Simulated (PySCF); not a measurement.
## Neon: a sound run and one with changed settings

Sound run: Ne²⁺ [He] 2s2 2p4, Ne³⁺ [He] 2s2 2p3. All numbers are calculated (PySCF 2.14, no relativity, point nucleus, in def2-SVP (3s2p1d, 14 functions)). In the sound run the correlated levels freeze 1s2. The sound run starts from symmetry-adapted Hartree-Fock orbitals and uses a fine grid where one is needed.

Changed run: initial guess sap, at most 50 SCF cycles, level shift 10.0 hartree.

| species | method | sound run (hartree) | changed run (hartree) | converged |
| --- | --- | --- | --- | --- |
| Ne²⁺ | UHF | -126.19497 | -126.19497 | yes |
| Ne²⁺ | r2SCAN | -126.45337 | -126.45337 | yes |
| Ne²⁺ | TPSS | -126.51186 | -126.51186 | no |
| Ne²⁺ | MP2 | -126.28419 | -126.22062 | yes |
| Ne²⁺ | CCSD(T) | -126.29761 | -126.29761 | yes |
| Ne³⁺ | UHF | -123.92154 | -123.92154 | yes |
| Ne³⁺ | r2SCAN | -124.11197 | -124.11197 | yes |
| Ne³⁺ | TPSS | -124.15562 | -124.15562 | yes |
| Ne³⁺ | MP2 | -123.98506 | -123.93990 | yes |
| Ne³⁺ | CCSD(T) | -123.99811 | -123.99811 | yes |

Ionisation energy of Ne²⁺:

| method | sound run (eV) | changed run (eV) |
| --- | --- | --- |
| UHF | 61.863 | 61.863 |
| r2SCAN | 63.713 | 63.713 |
| MP2 | 62.563 | 62.062 |
| SCS-MP2 | 62.550 | 62.067 |
| CCSD | 62.562 | 62.562 |
| CCSD(T) | 62.573 | 62.573 |

A level shift leaves the converged SCF energy unchanged but raises the virtual orbital energies, which shrinks MP2 if it is not removed.

For comparison, NIST gives 63.423 eV between the lowest levels.
